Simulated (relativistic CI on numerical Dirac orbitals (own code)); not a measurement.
## W⁵⁺ (5d) in a crystal field

Calculated by Dirac-Coulomb-Breit CI, KLI orbitals optimised for each configuration, model QED (radiative potential, 1s self-energy scaled to tabulated hydrogen-like ionisation energies), valence Slater integrals scaled by 0.8, one configuration in a parametric crystal field (own radial code).

Field parameters in Wybourne normalisation: D3d B²₀ = −7Dσ, B⁴₀ = −14Dq − 21Dτ, B⁴₃ = −14√(10/7) Dq; D4h B²₀ = −7Ds, B⁴₀ = 21(Dq − Dt), B⁴₄ = 21√(5/14) Dq; Oh B⁴₀ = 21Dq, B⁴₄ = √(5/14) B⁴₀. The field is a parameter set, without covalency.

S is read from ⟨S²⟩ = S(S + 1).

Powder χT (cm³ K mol⁻¹) by Van Vleck's formula, with temperature-independent terms:

```csv
Field,2 K,5 K,10 K,20 K,50 K,100 K,200 K,300 K
"D3d, 10Dq = 25150, Dσ = 280, Dτ = -470 cm⁻¹",0.0155,0.0159,0.0166,0.0181,0.0223,0.0295,0.044,0.0588
"D3d, 10Dq = 28500, Dσ = -870, Dτ = 180 cm⁻¹",0.0219,0.0222,0.0227,0.0237,0.0267,0.0317,0.0416,0.0515
"D3d, 10Dq = 28550, Dσ = -80, Dτ = -140 cm⁻¹",0.0147,0.0151,0.0157,0.017,0.0208,0.0272,0.0399,0.0524
"D4h, 10Dq = 27850, Ds = 150, Dt = -620 cm⁻¹",0.0162,0.0165,0.0169,0.0178,0.0204,0.0247,0.0333,0.0419
"D4h, 10Dq = 37650, Ds = 1150, Dt = -450 cm⁻¹",0.0117,0.0119,0.0124,0.0132,0.0159,0.0203,0.029,0.0378
"D4h, 10Dq = 42550, Ds = 1350, Dt = 960 cm⁻¹",0.00776,0.00817,0.00884,0.0102,0.0142,0.021,0.0342,0.0464
"Oh, 10Dq = 26450 cm⁻¹",0.0337,0.034,0.0344,0.0354,0.0382,0.0429,0.0523,0.0617
```

Problem. For D3d, 10Dq = 28500, Dσ = -870, Dτ = 180 cm⁻¹: what effective moment follows at 300 K?

Solution. μ_eff = √(8χT) = 0.64 μB. The ground level has S = 0.50; the spin-only moment for S = 1/2 is 1.73 μB. The difference comes from the orbital moment, spin-orbit mixing of terms and temperature-independent paramagnetism, all larger in this ionic model than in covalent complexes.
